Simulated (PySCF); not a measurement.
C3H4FNSi, SMILES N#C/C=C\[SiH2]F.

The structure is a stationary point at ωB97X-D3(BJ)/def2-SVP. The structure was generated by enumeration; whether it is a known compound was not checked. One conformer was computed; it need not be the lowest.

Level of theory: HF/def2-TZVP (PySCF).

```yaml
total_energy: -558.90920 hartree
highest_occupied_level: -11.04 eV
lowest_empty_level: 1.42 eV
orbital_gap: 12.47 eV
dipole_moment: 3.10 D
quadrupole, principal values (traceless, Buckingham form, about the centre of nuclear charge): -18.04, 4.31, 13.73 D·Å
mean_static_polarisability: 59.5 bohr³ (8.81 Å³)
polarisability_principal_values: 42.9, 58.0, 77.5 bohr³
```
